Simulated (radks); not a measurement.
Dy10+, configuration [Kr] 4d10 4f8 5s2. All-electron calculation, scalar-relativistic Kohn-Sham, PBEsol, spin-polarised, spherical densities, finite nucleus; open shells are filled with parallel spins first (spin-orbit coupling, left out, can overturn this in heavy ions); Fermi nuclear charge, rms radius 5.2218 fm. Program: a radial shooting solver on a logarithmic mesh with Libxc functionals.

Radial electron density D(r) = 4 pi r^2 rho(r):

```
   r/bohr * D(r) (the largest magnitude, 118, reaches the edge; | marks zero)
 0.001952 |     *
 0.002218 |       *
 0.002541 |        *
 0.002911 |          *
 0.003336 |            *
 0.003821 |               *
 0.004343 |                 *
 0.004976 |                    *
 0.005701 |                        *
 0.006531 |                           *
 0.007423 |                              *
 0.008505 |                                  *
 0.009744 |                                    *
  0.01116 |                                       *
  0.01279 |                                        *
  0.01454 |                                        *
  0.01665 |                                        *
  0.01908 |                                       *
  0.02186 |                                     *
  0.02504 |                                    *
  0.02846 |                                   *
  0.03261 |                                    *
  0.03736 |                                       *
   0.0428 |                                           *
  0.04904 |                                                *
  0.05574 |                                                    *
  0.06386 |                                                      *
  0.07316 |                                                     *
  0.08382 |                                                 *
  0.09603 |                                            *
   0.1091 |                                         *
    0.125 |                                         *
   0.1433 |                                           *
   0.1641 |                                               *
    0.188 |                                                *
   0.2137 |                                            *
   0.2448 |                                    *
   0.2805 |                           *
   0.3214 |                      *
   0.3682 |                    *
   0.4185 |                      *
   0.4794 |                        *
   0.5493 |                       *
   0.6293 |                    *
   0.7153 |               *
   0.8195 |          *
   0.9388 |      *
    1.076 |   *
    1.232 |  *
    1.401 |*
    1.605 |*
    1.838 *
    2.106 *
    2.413 *
    2.743 *
    3.142 *
```

D(r) has 4 maxima, at r = 0.0145, 0.0654, 0.182, 0.495 bohr, and minima at 0.0280, 0.119, 0.354 bohr, inside which lie 1.94, 11.15, 29.45 electrons.
